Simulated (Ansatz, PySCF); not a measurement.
Spin states of BrO2Re (SMILES [O]=[Re](=[O])[Br]), each relaxed with B3LYP-D3(BJ)/def2-TZVP.
State 1 (charge 0, multiplicity 1):
```xyz
4

Re     0.05613    -0.07794     0.05060
O      1.60310    -0.55718    -0.43244
O     -0.52909    -0.88781     1.41362
Br    -1.18812     1.58990    -1.08792
```
State 2 (charge 0, multiplicity 3):
```tsv
atom	x (Å)	y (Å)	z (Å)
Re	0.0921	-0.1262	0.0835
O	1.6428	-0.5162	-0.5092
O	-0.6155	-0.8665	1.4471
Br	-1.1773	1.5758	-1.0776
```

| level | energy of the multiplicity-3 state less that of the multiplicity-1 state (kcal/mol) | cost |
|---|---|---|
| SVWN5/def2-TZVPP | 12.07 | ×0.5 |
| PBE/def2-TZVPP | 7.00 | ×1 |
| PBE-D3(BJ)/def2-TZVPP | 7.01 | ×1 |
| PBE-D4/def2-TZVPP | 7.01 | ×1 |
| BLYP/def2-TZVPP | 9.27 | ×1 |
| BLYP-D3(BJ)/def2-TZVPP | 9.28 | ×1 |
| BLYP-D4/def2-TZVPP | 9.29 | ×1 |
| r2SCAN/def2-TZVPP | 3.03 | ×1 |
| r2SCAN-D3(BJ)/def2-TZVPP | 3.03 | ×1 |
| r2SCAN-D4/def2-TZVPP | 3.03 | ×1 |
| B97M-V/def2-TZVPP | 6.44 | ×2 |
| r2SCANh/def2-TZVPP | 1.99 | ×2 |
| B3LYP/def2-TZVPP | 6.98 | ×1 |
| B3LYP-D3(BJ)/def2-TZVPP | 6.99 | ×1 |
| B3LYP-D4/def2-TZVPP | 6.99 | ×1 |
| PBE0/def2-TZVPP | 3.62 | ×1 |
| PBE0-D3(BJ)/def2-TZVPP | 3.62 | ×1 |
| PBE0-D4/def2-TZVPP | 3.62 | ×1 |
| BHLYP/def2-TZVPP | 3.21 | ×1 |
| BHLYP-D3(BJ)/def2-TZVPP | 3.22 | ×1 |
| BHLYP-D4/def2-TZVPP | 3.21 | ×1 |
| CAM-B3LYP/def2-TZVPP | 5.93 | ×2 |
| CAM-B3LYP-D3(BJ)/def2-TZVPP | 5.93 | ×2 |
| CAM-B3LYP-D4/def2-TZVPP | 5.93 | ×2 |
| wB97X-V/def2-TZVPP | 7.47 | ×3 |
| wB97M-V/def2-TZVPP | 6.59 | ×4 |
| B2PLYP/def2-TZVPP | 8.74 | ×3 |
| B2PLYP-D3(BJ)/def2-TZVPP | 8.74 | ×3 |
| B2PLYP-D4/def2-TZVPP | 8.74 | ×3 |
| CCSD/def2-SVP | 7.55 | - |
| CCSD/def2-TZVPP | 6.54 | - |
| CCSD(T)/def2-SVP | 8.77 | ×30 |
| CCSD(T)/def2-TZVPP | 8.87 | ×200 |
| CCSD(T)/CBS(def2-SVP, def2-TZVPP) | 9.23 | ×200 |

The rows run from 1.99 (r2SCANh/def2-TZVPP) to 12.07 kcal/mol (SVWN5/def2-TZVPP). From def2-SVP to def2-TZVPP CCSD(T) changes by 0.11. The dispersion term adds 0.01 in PBE-D3(BJ), 0.01 in PBE-D4, 0.01 in BLYP-D3(BJ). The 13 functionals in def2-TZVPP without D3 or D4 span 10.09, from r2SCANh to SVWN5.

Singlets are restricted, other states unrestricted; no spin–orbit coupling, no relativity up to Kr; see below for the cores. The largest T1 diagnostic is 0.027.

Correlated levels freeze the inner cores; with def2 sets outer-core shells near the valence are correlated too. CBS: X⁻³ extrapolation of the correlation energy, Hartree–Fock from the larger set.

Doubts at one or more of the structures used: a restricted determinant that unrestricted orbitals would lower (B2PLYP/def2-TZVPP, B2PLYP-D3(BJ)/def2-TZVPP, B2PLYP-D4/def2-TZVPP, CCSD/def2-SVP, CCSD/def2-TZVPP, CCSD(T)/def2-SVP, CCSD(T)/def2-TZVPP, CCSD(T)/CBS(def2-SVP, def2-TZVPP)).

The values were computed with Ansatz (an electronic-structure program); PySCF for the dispersion terms.  In def2 rows elements past Kr take small-core potentials, without spin–orbit coupling.

Costs are rough ratios of core time to PBE/def2-TZVPP (about 13 s over the structures, on one shared machine); a dash marks a level with no comparable run of its own.
